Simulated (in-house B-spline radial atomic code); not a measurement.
Whole-atom quantities along the 17-electron series, configuration [Ne] 3s2 3p5. Computed with a radial B-spline atomic code at the basis-set limit: non-relativistic Hartree-Fock, average of the configuration, point nuclei.

This level leaves out relativity, spin-orbit splitting included, which matters for heavy ions.

| ion | Z | E/Z² (Eh) | Σ<r²> (bohr²) | n(0)/Z³ (bohr⁻³) | Lamb diamagnetic shielding (ppm) | repulsion over attraction |
| --- | --- | --- | --- | --- | --- | --- |
| Nb24+ | 41 | -2.0138 | 1.4509 | 0.69922 | 3182.56 | 0.078974 |
| Mo25+ | 42 | -2.0221 | 1.366 | 0.70009 | 3267.38 | 0.077245 |
| Tc26+ | 43 | -2.03 | 1.2883 | 0.70093 | 3352.21 | 0.075589 |
| Ru27+ | 44 | -2.0375 | 1.2171 | 0.70173 | 3437.04 | 0.074 |
| Rh28+ | 45 | -2.0448 | 1.1517 | 0.7025 | 3521.86 | 0.072476 |
| Pd29+ | 46 | -2.0517 | 1.0915 | 0.70324 | 3606.69 | 0.071012 |
| Ag30+ | 47 | -2.0584 | 1.0359 | 0.70396 | 3691.51 | 0.069606 |
| Cd31+ | 48 | -2.0648 | 0.98448 | 0.70464 | 3776.33 | 0.068253 |
| In32+ | 49 | -2.071 | 0.9368 | 0.7053 | 3861.15 | 0.06695 |
| Sn33+ | 50 | -2.077 | 0.89253 | 0.70593 | 3945.97 | 0.065696 |
| Sb34+ | 51 | -2.0827 | 0.85133 | 0.70655 | 4030.79 | 0.064488 |
| Te35+ | 52 | -2.0882 | 0.81293 | 0.70714 | 4115.61 | 0.063322 |
| I36+ | 53 | -2.0936 | 0.77708 | 0.70771 | 4200.42 | 0.062197 |
| Xe37+ | 54 | -2.0987 | 0.74357 | 0.70826 | 4285.24 | 0.061112 |
| Cs38+ | 55 | -2.1037 | 0.71218 | 0.70879 | 4370.06 | 0.060063 |
| Ba39+ | 56 | -2.1085 | 0.68275 | 0.7093 | 4454.87 | 0.059049 |
| La40+ | 57 | -2.1132 | 0.65511 | 0.7098 | 4539.69 | 0.058068 |
| Ce41+ | 58 | -2.1177 | 0.62912 | 0.71028 | 4624.5 | 0.057119 |
| Pr42+ | 59 | -2.122 | 0.60466 | 0.71075 | 4709.32 | 0.056201 |
| Nd43+ | 60 | -2.1262 | 0.5816 | 0.7112 | 4794.13 | 0.055311 |
| Pm44+ | 61 | -2.1303 | 0.55983 | 0.71164 | 4878.94 | 0.054448 |
| Sm45+ | 62 | -2.1343 | 0.53927 | 0.71207 | 4963.76 | 0.053612 |
| Eu46+ | 63 | -2.1381 | 0.51983 | 0.71248 | 5048.57 | 0.052801 |
| Gd47+ | 64 | -2.1418 | 0.50142 | 0.71288 | 5133.38 | 0.052014 |
| Tb48+ | 65 | -2.1455 | 0.48397 | 0.71327 | 5218.2 | 0.05125 |

Question: With what power of Z does the column «Σ<r²> (bohr²)» change over this range?

Answer: A fit of the logarithm of its size against log Z from Z = 41 to 65 has slope -2.38. Unscreened non-relativistic hydrogenic orbitals would give -2.
